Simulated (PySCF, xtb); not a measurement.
Sb(Cl)2(OMe) (CH3Cl2OSb), SMILES C[O][Sb]([Cl])[Cl]. Other conformers were not sampled.

Harmonic wavenumbers (cm⁻¹) from GFN2-xTB in xtb 6.7.1 at its own minimum, in rising order: 78, 106, 121, 131, 180, 271, 297, 318, 415, 1042, 1129, 1129, 1405, 1469, 1477, 2950, 2955, 2990.

**Question.** What does B3LYP-D3(BJ)/def2-SVP (PySCF) give at its own minimum? (An estimate is asked for; the answer gives what the named calculation found.)

**Answer.** 81, 110, 116, 136, 201, 292, 345, 357, 552, 1079, 1167, 1177, 1456, 1462, 1480, 3005, 3086, 3112. Paired by order, the mean absolute difference is 43 cm⁻¹ and the zero-point energies are 26.4 and 27.5 kcal/mol.
